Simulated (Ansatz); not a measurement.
Ideal-gas functions of `[NH3+][Cu-][Cl]` at 800 K and 1 bar, from an Ansatz frequency run at PBE0-D4/def2-TZVP.

Molar mass 116.03 g/mol, point group C3v (symmetry number 3), electronic degeneracy 1, moments of inertia 2.7, 210.061, 210.061 u Å². Harmonic wavenumbers (cm⁻¹, unscaled): 113, 114, 360, 474, 605, 605, 1225, 1658, 1658, 3488, 3593, 3593.

Use S(trans) = R[1.5 ln M + 2.5 ln T − 1.1517]; rotational temperatures θ = 24.2544 K / I; S(rot) = R[ln(√π/σ · √(T³/θAθBθC)) + 1.5]; for each mode x = 1.438777 ν̃/T, S = R[x/(eˣ − 1) − ln(1 − e⁻ˣ)] and H = RT x/(eˣ − 1); 1 cm⁻¹ = 0.0119627 kJ/mol; R = 8.31446 J/(mol·K).

Q: By hand: the entropy, in J/(mol·K).

A: Translation 188.7. Rotation: θ = 8.9831, 0.1155, 0.1155 K, giving 100.3. Vibration, mode by mode: 21.58, 21.50, 12.07, 9.89, 8.01, 8.01, 3.25, 1.76, 1.76, 0.11, 0.10, 0.10, in all 88.1. Electronic 0.0. Sum 377.1 J/(mol·K).

Q: By hand: H − E and G − E in kJ/mol, counted from the electronic energy.

A: Zero-point energy ½ × 17486 × 0.0119627 = 104.6; thermal vibration 32.4; translation, rotation and pV give 4 RT = 26.6. H − E = 163.6 kJ/mol, and G − E = 163.6 − 800 × 377.1/1000 = -138.1 kJ/mol.

Vibration gives 23 % of the entropy, 43.1 J/(mol·K) of it from the modes under 150 cm⁻¹: soft modes count most, and the harmonic formula is weakest for them. The sum counts one conformer and one mirror image; others add a mixing term.
